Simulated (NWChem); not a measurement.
System: C4H5F; SMILES C1=C(F)CC1

NWChem printed, in part:

```
             Northwest Computational Chemistry Package (NWChem) 7.3.0
             --------------------------------------------------------

 CS  symmetry detected

                             Geometry "geometry" -> ""
                             -------------------------

 Output coordinates in angstroms (scale by  1.889725989 to convert to a.u.)

  No.       Tag          Charge          X              Y              Z
 ---- ---------------- ---------- -------------- -------------- --------------
    1 F                    9.0000    -0.00974065    -1.83694589     0.00000000
    2 C                    6.0000     0.05814580    -0.52025043     0.00000000
    3 C                    6.0000     1.06985955     0.35272631     0.00000000
    4 C                    6.0000     0.10379245     1.52099378     0.00000000
    5 C                    6.0000    -1.05538290     0.47496895     0.00000000
    6 H                    1.0000     2.15711132     0.27386528     0.00000000
    7 H                    1.0000     0.13101997     2.16163351    -0.89632100
    8 H                    1.0000     0.13101997     2.16163351     0.89632100
    9 H                    1.0000    -1.69498737     0.48237453    -0.89718700
   10 H                    1.0000    -1.69498737     0.48237453     0.89718700

 Effective nuclear repulsion energy (a.u.)     166.2105342675

      Symmetry information
      --------------------

 Group name             Cs
 Group number              2
 Group order               2
 No. of unique centers     8

  pbe96 is a nonlocal functional; adding pw91lda local functional.

                                 NWChem DFT Module
                                 -----------------

 Summary of "ao basis" -> "ao basis" (spherical)
 ------------------------------------------------------------------------------
       Tag                 Description            Shells   Functions and Types
 ---------------- ------------------------------  ------  ---------------------
 F                        aug-cc-pvdz                9       23   4s3p2d
 C                        aug-cc-pvdz                9       23   4s3p2d
 H                        aug-cc-pvdz                5        9   3s2p

      Symmetry analysis of basis
      --------------------------

        a'        105
        a"         55

            General Information
            -------------------
          SCF calculation type: DFT
          Wavefunction type:  closed shell.
          No. of atoms     :    10
          No. of electrons :    38
           Alpha electrons :    19
            Beta electrons :    19
          Charge           :     0
          Spin multiplicity:     1
          Use of symmetry is: on ; symmetry adaption is: on
          Maximum number of iterations: 150
          AO basis - number of functions:   160
                     number of shells:    70
          Convergence on energy requested:  1.00D-06
          Convergence on density requested:  1.00D-05
          Convergence on gradient requested:  5.00D-04

              XC Information
              --------------
          PerdewBurkeErnzerhof Exchange Functional  1.000
            Perdew 1991 LDA Correlation Functional  1.000 local
           PerdewBurkeErnz. Correlation Functional  1.000 non-local

             Grid Information
             ----------------
          Grid used for XC integration:  medium
          Radial quadrature: Mura-Knowles
          Angular quadrature: Lebedev.
          Tag              B.-S. Rad. Rad. Pts. Rad. Cut. Ang. Pts.
          ---              ---------- --------- --------- ---------
          F                   0.50       49          14.0       434
          C                   0.70       49          14.0       434
          H                   0.35       45          15.0       434
          Grid pruning is: on
          Number of quadrature shells:   380
          Spatial weights used:  Erf1

      Superposition of Atomic Density Guess
      -------------------------------------

 Sum of atomic energies:        -252.55334542

      Non-variational initial energy
      ------------------------------

 Total energy =    -255.666476
 1-e energy   =    -672.646271
 2-e energy   =     250.769261
 HOMO         =      -0.274249
 LUMO         =       0.026767

      Symmetry analysis of molecular orbitals - initial
      -------------------------------------------------

  Numbering of irreducible representations:

     1 a'          2 a"

  Orbital symmetries:

     1 a'          2 a'          3 a'          4 a'          5 a'
     6 a'          7 a'          8 a'          9 a'         10 a'
    11 a'         12 a"         13 a'         14 a"         15 a'
    16 a"         17 a'         18 a'         19 a"         20 a'
    21 a"         22 a'         23 a'         24 a"         25 a"
    26 a'         27 a'         28 a'         29 a'

     ---------------------------------------------
      Total Density - Mulliken Population Analysis
     ---------------------------------------------

    Atom       Charge   Shell Charges
 -----------   ------   -------------------------------------------------------
    1 F    9     9.62   2.00  0.90  1.05  0.12  3.41  2.03  0.10  0.00  0.02
    2 C    6     5.37   2.01  0.70  0.56 -0.01  1.63  0.51 -0.01  0.16 -0.18
    3 C    6     5.85   2.01  0.75  0.46 -0.13  2.02  0.63  0.08  0.06 -0.03
    4 C    6     5.65   2.01  0.71  0.26 -0.12  1.97  0.76  0.04  0.07 -0.05
    5 C    6     5.79   2.01  0.72  0.28 -0.04  1.99  0.73  0.07  0.06 -0.04
    6 H    1     1.20   0.69  0.50  0.01  0.03 -0.03
    7 H    1     1.13   0.71  0.43  0.00  0.03 -0.04
    8 H    1     1.13   0.71  0.43  0.00  0.03 -0.04
    9 H    1     1.13   0.70  0.44  0.01  0.03 -0.04
   10 H    1     1.13   0.70  0.44  0.01  0.03 -0.04

   convergence    iter        energy       DeltaE   RMS-Dens  Diis-err
 ---------------- ----- ----------------- --------- --------- ---------
 d= 0,ls=0.0,diis     1   -254.8751860362 -4.21D+02  2.85D-02  7.24D-01
 d= 0,ls=0.0,diis     2   -254.8365102004  3.87D-02  9.39D-03  1.11D+00
 d= 0,ls=0.0,diis     3   -254.9243524303 -8.78D-02  3.42D-03  1.78D-01
 d= 0,ls=0.0,diis     4   -254.9400106762 -1.57D-02  1.31D-03  3.95D-02
 d= 0,ls=0.0,diis     5   -254.9450163001 -5.01D-03  2.95D-04  2.79D-03
  Resetting Diis
 d= 0,ls=0.0,diis     6   -254.9452588142 -2.43D-04  1.26D-04  1.34D-04
 d= 0,ls=0.0,diis     7   -254.9452747117 -1.59D-05  7.05D-05  9.81D-06
 d= 0,ls=0.0,diis     8   -254.9452723885  2.32D-06  4.46D-05  2.98D-05
 d= 0,ls=0.0,diis     9   -254.9452758515 -3.46D-06  6.55D-06  9.27D-07
 d= 0,ls=0.0,diis    10   -254.9452759336 -8.20D-08  2.77D-06  1.19D-07

         Total DFT energy =     -254.945275933574
      One electron energy =     -676.484260983611
           Coulomb energy =      289.024741085578
    Exchange-Corr. energy =      -33.696290303074
 Nuclear repulsion energy =      166.210534267533

 Numeric. integr. density =       38.000013056176

                  Occupations of the irreducible representations
                  ----------------------------------------------

                     irrep           alpha         beta
                     --------     --------     --------
                     a'               15.0         15.0
                     a"                4.0          4.0

                       DFT Final Molecular Orbital Analysis
                       ------------------------------------

 Vector   17  Occ=2.000000D+00  E=-3.120248D-01  Symmetry=a'
              MO Center= -2.2D-01,  6.2D-01, -4.5D-17, r^2= 2.6D+00
   Bfn.  Coefficient  Atom+Function         Bfn.  Coefficient  Atom+Function
  ----- ------------  ---------------      ----- ------------  ---------------
    74      0.373272   4 C  px               98     -0.338423   5 C  py
     5      0.225657   1 F  px               50      0.224613   3 C  s
    77      0.203868   4 C  px               97     -0.186877   5 C  px
   117     -0.177070   6 H  s                 8      0.150958   1 F  px
    52      0.145383   3 C  py              116     -0.132268   6 H  s

 Vector   18  Occ=2.000000D+00  E=-2.986964D-01  Symmetry=a'
              MO Center= -5.2D-02, -1.4D-01, -4.5D-15, r^2= 2.8D+00
   Bfn.  Coefficient  Atom+Function         Bfn.  Coefficient  Atom+Function
  ----- ------------  ---------------      ----- ------------  ---------------
    49      0.392821   3 C  s                 5     -0.320631   1 F  px
    28      0.298272   2 C  px               97     -0.291489   5 C  px
    51     -0.267897   3 C  px              117     -0.265123   6 H  s
    26     -0.251617   2 C  s                 8     -0.211457   1 F  px
   116     -0.211368   6 H  s               144      0.186638   9 H  s

 Vector   19  Occ=2.000000D+00  E=-2.162323D-01  Symmetry=a"
              MO Center=  4.3D-01,  3.8D-02,  7.0D-15, r^2= 2.4D+00
   Bfn.  Coefficient  Atom+Function         Bfn.  Coefficient  Atom+Function
  ----- ------------  ---------------      ----- ------------  ---------------
    53      0.412382   3 C  pz               30      0.364204   2 C  pz
     7     -0.254037   1 F  pz               56      0.227898   3 C  pz
    33      0.226026   2 C  pz              126      0.176135   7 H  s
   135     -0.176135   8 H  s                10     -0.163878   1 F  pz
   125      0.130767   7 H  s               134     -0.130767   8 H  s

[...]
```

Level: PBE/aug-cc-pVDZ. Coordinates come from a PBE0/def2-SVP optimisation.

Task: Write an input that gives this output.

Result: Several could match; the one computed here: the input that was run:
```
start job
memory heap 200 mb stack 900 mb global 1100 mb
geometry units angstroms noautoz
  F     -0.013480    -1.834493     0.000000
  C      0.058409    -0.518010     0.000000
  C      1.072772     0.351887     0.000000
  C      0.110261     1.523086     0.000000
  C     -1.052089     0.480590     0.000000
  H      2.159779     0.269721     0.000000
  H      0.139436     2.163640    -0.896321
  H      0.139436     2.163640     0.896321
  H     -1.691668     0.489940    -0.897187
  H     -1.691668     0.489940     0.897187
end
basis spherical
  F library aug-cc-pvdz
  C library aug-cc-pvdz
  H library aug-cc-pvdz
end
dft
  xc xpbe96 cpbe96
  iterations 150
  mulliken
end
task dft energy
```
